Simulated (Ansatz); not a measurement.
Consider the redistribution: `C[Se][GeH3]` + `C[O][Ge]([CH3])([NH2])[Cl]` → `C[O][Ge]([CH3])([Cl])[Se]C` + `[NH2][GeH3]`.

Program: Ansatz. Geometries: PBE0-D4/def2-TZVP. ΔE: electronic, gas phase. CCSD(T)/CBS is the MP2 limit (def2-TZVPP, def2-QZVPP) plus CCSD(T) − MP2 in def2-TZVPP, frozen cores. Functionals use def2-TZVPP. For Ge, Se outer-core shells are correlated without core-valence functions, which leaves a few kJ/mol of doubt a bond. Scalar relativity is left out up to krypton. One conformer a species, not always the lowest.

`C[Se][GeH3]`:

```xyz
9

C    -0.829    0.669    1.234
Se   -0.485    1.239   -0.606
Ge    0.800   -0.620   -1.230
H    -1.378   -0.271    1.245
H    -1.437    1.449    1.688
H     0.106    0.573    1.784
H     1.206   -0.405   -2.694
H    -0.030   -1.909   -1.085
H     2.047   -0.726   -0.335
```

`C[O][Ge]([CH3])([NH2])[Cl]`:

```xyz
14

C     1.226    0.360   -1.822
O     1.295    0.161   -0.429
Ge   -0.113   -0.406    0.469
C    -1.597    0.828    0.495
N     0.571   -0.740    2.113
Cl   -0.810   -2.203   -0.557
H     2.219    0.659   -2.164
H     0.935   -0.553   -2.352
H     0.520    1.157   -2.089
H    -1.277    1.770    0.943
H    -2.416    0.408    1.080
H    -1.951    1.004   -0.521
H    -0.056   -1.214    2.748
H     1.453   -1.232    2.086
```

`C[O][Ge]([CH3])([Cl])[Se]C`:

Z-matrix (Å, degrees):
```
C
O 1 1.413
H 1 1.096 2 112.0
H 1 1.095 2 111.4 3 121.7
H 1 1.092 2 107.5 3 -119.3
Ge 2 1.762 1 120.9 3 -55.0
Cl 6 2.174 2 108.3 1 -55.8
C 6 1.930 2 106.7 1 -172.3
Se 6 2.344 2 107.8 1 60.7
H 8 1.090 6 109.0 2 59.6
H 8 1.090 6 109.9 2 179.7
H 8 1.090 6 109.0 2 -60.3
C 9 1.957 6 97.9 2 -158.0
H 13 1.088 9 110.7 6 -67.9
H 13 1.089 9 105.7 6 173.5
H 13 1.087 9 109.8 6 54.8
```

`[NH2][GeH3]`:

```xyz
7

N     0.550    0.765   -0.679
Ge   -0.185   -0.558    0.371
H    -0.009    1.000   -1.488
H     0.746    1.620   -0.176
H     0.806   -0.823    1.514
H    -1.564   -0.204    0.979
H    -0.344   -1.799   -0.521
```

```json
{"level": "PBE-D4", "ΔE (kJ/mol)": "8.6"}
{"level": "MP2/def2-TZVPP", "ΔE (kJ/mol)": "8.4"}
```

(1) What does CCSD(T)/CBS give? (Best estimate.)

Largest T1 diagnostic among the species: 0.011.

Results:

(1) Computed: +10.7 kJ/mol. The listed levels differ from it by -2.1, -2.3 kJ/mol.

In def2-TZVPP, CCSD(T) changes the Hartree–Fock value by −9.8 kJ/mol (the triples alone add −2.2 kJ/mol) and MP2 by −12.7 kJ/mol. The D4 term adds −5.9 kJ/mol with B3LYP and −3.5 kJ/mol with PBE0; it sums over pairs of atoms, weighted by their polarisabilities, and B3LYP, whose exchange is more repulsive, gets the larger term.

B3LYP here is the variant with VWN-RPA as its local correlation; programs differ in this.
